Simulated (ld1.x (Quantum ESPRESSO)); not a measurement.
## tantalum: TM pseudisation with LDA (PZ), scalar-relativistic reference atom.

Input for ld1.x (Quantum ESPRESSO) 7.5:

```
&input
   title='Ta', zed=73., rel=1, dft='PZ', iswitch=3,
   config='[Xe] 4f14 5d3 6s2 6p0',
   nld=3, rlderiv=4.55, eminld=-2.0, emaxld=5.0, deld=0.02
 /
 &inputp
   pseudotype=2, tm=.true., lloc=0,
   nlcc=.true., new_core_ps=.true., rcore=1.55,
   file_pseudopw='Ta.UPF', file_wfcaegen='ae.wfc', file_wfcncgen='nc.wfc', file_beta='beta', file_chi='chi'
 /
3
6P  2  1   0.00   0.00  4.20  4.20  0.0
5D  3  2   3.00   0.00  2.70  2.70  0.0
6S  1  0   2.00   0.00  2.20  2.20  0.0
 &test
   configts(1)='5d3 6s2 6p0'
 /
```

Command:

```bash
ld1.x < Ta.in > Ta.out
```

Resulting log (shortened: banner, matrices, multipoles, cross overlaps and the repeated all-electron block are left out):

```
Program LD1 v.7.5
     --------------------------- All-electron run ----------------------------

     Ta
     scalar relativistic calculation

     atomic number is 73.00
     dft =PZ   lsd =0 sic =0 latt =0  beta=0.20 tr2=1.0E-14
     Exchange-correlation= PZ
                           (   1   1   0   0   0   0   0)
     mesh =1273 r(mesh) = 100.43799 a.u. xmin = -7.00 dx = 0.01250
     1 Ry =  13.60569312 eV, c = 137.03599908

     n l     nl                  e(Ry)          e(Ha)          e(eV)
     1 0     1S 1( 2.00)     -4947.5413     -2473.7707    -67314.7290
     2 0     2S 1( 2.00)      -850.1251      -425.0626    -11566.5414
     2 1     2P 1( 6.00)      -745.2664      -372.6332    -10139.8659
     3 0     3S 1( 2.00)      -194.7102       -97.3551     -2649.1678
     3 1     3P 1( 6.00)      -163.5280       -81.7640     -2224.9112
     4 0     4S 1( 2.00)       -39.6484       -19.8242      -539.4444
     4 1     4P 1( 6.00)       -29.4150       -14.7075      -400.2117
     3 2     3D 1(10.00)      -127.0844       -63.5422     -1729.0709
     5 0     5S 1( 2.00)        -5.3793        -2.6896       -73.1890
     5 1     5P 1( 6.00)        -2.9075        -1.4537       -39.5579
     4 2     4D 1(10.00)       -16.3170        -8.1585      -222.0035
     4 3     4F 1(14.00)        -1.8323        -0.9162       -24.9300
     5 2     5D 1( 3.00)        -0.2782        -0.1391        -3.7851
     6 0     6S 1( 2.00)        -0.4131        -0.2065        -5.6204
     6 1     6P 1( 0.00)        -0.1089        -0.0545        -1.4821

     final scf error:  9.2E-15 reached in  30 iterations

     Etot =  -31190.698092 Ry,  -15595.349046 Ha, -424371.066530 eV

     Ekin =   34267.250156 Ry,   17133.625078 Ha,  466229.689786 eV
     Encl =  -77054.293782 Ry,  -38527.146891 Ha,-1048377.075013 eV
     Eh   =   12208.123594 Ry,    6104.061797 Ha,  166099.983224 eV
     Exc  =    -611.778059 Ry,    -305.889029 Ha,   -8323.664526 eV

     normalization and overlap integrals

     s(1S/1S) =  1.000000  <r> =   0.0187  <r2> =    0.0005  r(max) =   0.0116
     s(2S/2S) =  1.000000  <r> =   0.0790  <r2> =    0.0074  r(max) =   0.0670
     s(2P/2P) =  1.000000  <r> =   0.0706  <r2> =    0.0061  r(max) =   0.0549
     s(3S/3S) =  1.000000  <r> =   0.2050  <r2> =    0.0480  r(max) =   0.1891
     s(3P/3P) =  1.000000  <r> =   0.2050  <r2> =    0.0487  r(max) =   0.1868
     s(4S/4S) =  1.000000  <r> =   0.4590  <r2> =    0.2379  r(max) =   0.4315
     s(4P/4P) =  1.000000  <r> =   0.4880  <r2> =    0.2710  r(max) =   0.4480
     s(3D/3D) =  1.000000  <r> =   0.1857  <r2> =    0.0404  r(max) =   0.1510
     s(5S/5S) =  1.000000  <r> =   1.0994  <r2> =    1.3600  r(max) =   0.9847
     s(5P/5P) =  1.000000  <r> =   1.2943  <r2> =    1.9046  r(max) =   1.1298
     s(4D/4D) =  1.000000  <r> =   0.5233  <r2> =    0.3177  r(max) =   0.4593
     s(4F/4F) =  1.000000  <r> =   0.6394  <r2> =    0.5210  r(max) =   0.4424
     s(5D/5D) =  1.000000  <r> =   2.2477  <r2> =    6.2458  r(max) =   1.5833
     s(6S/6S) =  1.000000  <r> =   3.2782  <r2> =   12.2671  r(max) =   2.7443
     s(6P/6P) =  1.000000  <r> =   4.8420  <r2> =   27.3461  r(max) =   3.8944

     ------------------------ End of All-electron run ------------------------

     --------------------- Generating NC pseudopotential ---------------------

      Generating local pot.: lloc=0, matching radius rcloc =   2.2000

      Computing core charge for nlcc:

       r > 1.56 : true rho core
      Core charge pseudized with two Bessel functions
      Integrated core pseudo-charge :  16.21

      Wfc   6P  rcut= 4.198  Using Troullier-Martins method

      Wfc   5D  rcut= 2.677  Using Troullier-Martins method

     ------------------- End of pseudopotential generation -------------------

     Computing logarithmic derivative in   4.55311
     Computing logarithmic derivative in   4.55311
     Computing the partial wave expansion
       no projector for channel:   0
     R is outside the sphere for l=    1 j= 0.00
     R is outside the sphere for l=    2 j= 0.00

     ---------------------- Testing the pseudopotential ----------------------

     Ta
     scalar relativistic calculation

     atomic number is 73.00   valence charge is  5.00
     dft =PZ   lsd =0 sic =0 latt =0  beta=0.20 tr2=1.0E-14
     mesh =1273 r(mesh) = 100.43799 xmin = -7.00 dx = 0.01250

     n l     nl             e AE (Ry)        e PS (Ry)    De AE-PS (Ry)
     3 2     5D   1( 3.00)       -0.27820       -0.27820        0.00000
     1 0     6S   1( 2.00)       -0.41309       -0.41309       -0.00000
     2 1     6P   1( 0.00)       -0.10893       -0.10893        0.00000

     eps = 7.2E-15  iter = 11

     Etot =  -31190.698092 Ry,  -15595.349046 Ha, -424371.066530 eV
     Etotps =   -36.729898 Ry,     -18.364949 Ha,    -499.735723 eV

     Ekin =       8.502287 Ry,       4.251143 Ha,     115.679505 eV
     Encl =     -14.537349 Ry,      -7.268674 Ha,    -197.790709 eV
     Ehrt =       8.527090 Ry,       4.263545 Ha,     116.016964 eV
     Ecxc =     -30.896412 Ry,     -15.448206 Ha,    -420.367100 eV
     (Ecc =     -26.941294 Ry,     -13.470647 Ha,    -366.554983 eV)
     Epseu=      -8.325514 Ry,      -4.162757 Ha,    -113.274384 eV

     ---------------------- End of pseudopotential test ----------------------
```

Generation and configuration tests took about 1.8 s on one core of a shared server CPU.

Transferability test of the new file with ld1.x, input:

```
&input
   title='Ta', zed=73., rel=1, dft='PZ', iswitch=2,
   config='[Xe] 4f14 5d3 6s2 6p0'
 /
 &test
   file_pseudo='Ta.UPF', nconf=10,
   configts(1)='5d3 6s2 6p0',
   configts(2)='5d3 6s1 6p0',
   configts(3)='5d3 6s0 6p0',
   configts(4)='5d2 6s0 6p0',
   configts(5)='5d3 6s1.5 6p0',
   configts(6)='5d3 6s0 6p2',
   configts(7)='5d4 6s0 6p0',
   configts(8)='5d1 6s0 6p0',
   configts(9)='5d3 6s2 6p0', lsdts(9)=1,
   configts(10)='5d3 6s1 6p0', lsdts(10)=1
 /
```

```bash
ld1.x < Ta.test.in > Ta.test.out
```

Pseudopotential blocks of its output, shortened (energy terms left out):

```
     ---------------------- Testing the pseudopotential ----------------------

     n l     nl             e AE (Ry)        e PS (Ry)    De AE-PS (Ry)
     3 2     5D   1( 3.00)       -0.27820       -0.27820        0.00000
     1 0     6S   1( 2.00)       -0.41309       -0.41309       -0.00000
     2 1     6P   1( 0.00)       -0.10893       -0.10893        0.00000

     eps = 8.0E-15  iter = 10

     Etot =  -31190.698092 Ry,  -15595.349046 Ha, -424371.066530 eV
     Etotps =   -36.729898 Ry,     -18.364949 Ha,    -499.735725 eV

     ---------------------- End of pseudopotential test ----------------------

          ---------------------- Testing the pseudopotential ----------------------

     n l     nl             e AE (Ry)        e PS (Ry)    De AE-PS (Ry)
     3 2     5D   1( 3.00)       -0.79084       -0.79060       -0.00024
     1 0     6S   1( 1.00)       -0.87565       -0.87623        0.00057
     2 1     6P   1( 0.00)       -0.49896       -0.49993        0.00097

     eps = 8.9E-17  iter =  9

     Etot =  -31190.058534 Ry,  -15595.029267 Ha, -424362.364899 eV
     Etotps =   -36.089903 Ry,     -18.044952 Ha,    -491.028148 eV
     dEtot_ae =       0.639558 Ry
     dEtot_ps =       0.639995 Ry,   Delta E=      -0.000437 Ry

     ---------------------- End of pseudopotential test ----------------------

          ---------------------- Testing the pseudopotential ----------------------

     n l     nl             e AE (Ry)        e PS (Ry)    De AE-PS (Ry)
     3 2     5D   1( 3.00)       -1.36942       -1.37271        0.00329
     1 0     6S   1( 0.00)       -1.37982       -1.38354        0.00372
     2 1     6P   1( 0.00)       -0.93318       -0.93808        0.00490

     eps = 4.3E-18  iter =  7

     Etot =  -31188.933361 Ry,  -15594.466681 Ha, -424347.056147 eV
     Etotps =   -34.962653 Ry,     -17.481326 Ha,    -475.691124 eV
     dEtot_ae =       1.764731 Ry
     dEtot_ps =       1.767246 Ry,   Delta E=      -0.002515 Ry

     ---------------------- End of pseudopotential test ----------------------

          ---------------------- Testing the pseudopotential ----------------------

     n l     nl             e AE (Ry)        e PS (Ry)    De AE-PS (Ry)
     3 2     5D   1( 2.00)       -2.16480       -2.19219        0.02738  !
     1 0     6S   1( 0.00)       -2.01785       -2.03824        0.02039  !
     2 1     6P   1( 0.00)       -1.48196       -1.49794        0.01597  !

     eps = 7.4E-18  iter =  7

     Etot =  -31187.174739 Ry,  -15593.587370 Ha, -424323.128874 eV
     Etotps =   -33.189650 Ry,     -16.594825 Ha,    -451.568197 eV
     dEtot_ae =       3.523353 Ry
     dEtot_ps =       3.540248 Ry,   Delta E=      -0.016895 Ry

     ---------------------- End of pseudopotential test ----------------------

          ---------------------- Testing the pseudopotential ----------------------

     n l     nl             e AE (Ry)        e PS (Ry)    De AE-PS (Ry)
     3 2     5D   1( 3.00)       -0.52481       -0.52449       -0.00033
     1 0     6S   1( 1.50)       -0.63749       -0.63767        0.00018
     2 1     6P   1( 0.00)       -0.29589       -0.29622        0.00033

     eps = 4.6E-15  iter = 10

     Etot =  -31190.436187 Ry,  -15595.218093 Ha, -424367.503127 eV
     Etotps =   -36.467857 Ry,     -18.233928 Ha,    -496.170465 eV
     dEtot_ae =       0.261905 Ry
     dEtot_ps =       0.262042 Ry,   Delta E=      -0.000136 Ry

     ---------------------- End of pseudopotential test ----------------------

          ---------------------- Testing the pseudopotential ----------------------

     n l     nl             e AE (Ry)        e PS (Ry)    De AE-PS (Ry)
     3 2     5D   1( 3.00)       -0.46129       -0.46435        0.00306
     1 0     6S   1( 0.00)       -0.54806       -0.54803       -0.00003
     2 1     6P   1( 2.00)       -0.20567       -0.20520       -0.00048

     eps = 5.5E-16  iter = 10

     Etot =  -31190.052293 Ry,  -15595.026146 Ha, -424362.279983 eV
     Etotps =   -36.083658 Ry,     -18.041829 Ha,    -490.943180 eV
     dEtot_ae =       0.645799 Ry
     dEtot_ps =       0.646240 Ry,   Delta E=      -0.000441 Ry

     ---------------------- End of pseudopotential test ----------------------

          ---------------------- Testing the pseudopotential ----------------------

     n l     nl             e AE (Ry)        e PS (Ry)    De AE-PS (Ry)
     3 2     5D   1( 4.00)       -0.68748       -0.68232       -0.00516  !
     1 0     6S   1( 0.00)       -0.81685       -0.81861        0.00176
     2 1     6P   1( 0.00)       -0.46114       -0.46505        0.00391

     eps = 9.1E-15  iter =  9

     Etot =  -31189.950890 Ry,  -15594.975445 Ha, -424360.900324 eV
     Etotps =   -35.978011 Ry,     -17.989005 Ha,    -489.505775 eV
     dEtot_ae =       0.747202 Ry
     dEtot_ps =       0.751887 Ry,   Delta E=      -0.004685 Ry

     ---------------------- End of pseudopotential test ----------------------

          ---------------------- Testing the pseudopotential ----------------------

     n l     nl             e AE (Ry)        e PS (Ry)    De AE-PS (Ry)
     3 2     5D   1( 1.00)       -3.04770       -3.11143        0.06372  !
     1 0     6S   1( 0.00)       -2.71353       -2.77889        0.06536  !
     2 1     6P   1( 0.00)       -2.09105       -2.13673        0.04567  !

     eps = 6.9E-15  iter =  5

     Etot =  -31184.575545 Ry,  -15592.287773 Ha, -424287.765036 eV
     Etotps =   -30.545114 Ry,     -15.272557 Ha,    -415.587442 eV
     dEtot_ae =       6.122547 Ry
     dEtot_ps =       6.184785 Ry,   Delta E=      -0.062238 Ry

     ---------------------- End of pseudopotential test ----------------------

          ---------------------- Testing the pseudopotential ----------------------

     n l     nl             e AE (Ry)        e PS (Ry)    De AE-PS (Ry)
     3 2     5D   1( 3.00)       -0.31609       -0.31608       -0.00001
     1 0     6S   1( 1.00)       -0.44040       -0.44141        0.00101
     2 1     6P   1( 0.00)       -0.12116       -0.12223        0.00107
     3 2     5D   2( 0.00)       -0.21275       -0.21184       -0.00091
     1 0     6S   2( 1.00)       -0.36869       -0.36764       -0.00104
     2 1     6P   2( 0.00)       -0.08994       -0.08914       -0.00080

     eps = 1.4E-15  iter = 12

     Etot =  -31190.775041 Ry,  -15595.387521 Ha, -424372.113479 eV
     Etotps =   -36.807612 Ry,     -18.403806 Ha,    -500.793076 eV
     dEtot_ae =      -0.076949 Ry
     dEtot_ps =      -0.077714 Ry,   Delta E=       0.000765 Ry

     ---------------------- End of pseudopotential test ----------------------

          ---------------------- Testing the pseudopotential ----------------------

     n l     nl             e AE (Ry)        e PS (Ry)    De AE-PS (Ry)
     3 2     5D   1( 3.00)       -0.84307       -0.84339        0.00032
     1 0     6S   1( 1.00)       -0.92413       -0.92539        0.00126
     2 1     6P   1( 0.00)       -0.53063       -0.53328        0.00265
     3 2     5D   2( 0.00)       -0.68539       -0.68445       -0.00094
     1 0     6S   2( 0.00)       -0.76231       -0.76312        0.00081
     2 1     6P   2( 0.00)       -0.41420       -0.41413       -0.00007

     eps = 2.4E-16  iter =  9

     Etot =  -31190.203748 Ry,  -15595.101874 Ha, -424364.340641 eV
     Etotps =   -36.237017 Ry,     -18.118508 Ha,    -493.029726 eV
     dEtot_ae =       0.494344 Ry
     dEtot_ps =       0.492882 Ry,   Delta E=       0.001462 Ry

     ---------------------- End of pseudopotential test ----------------------
```
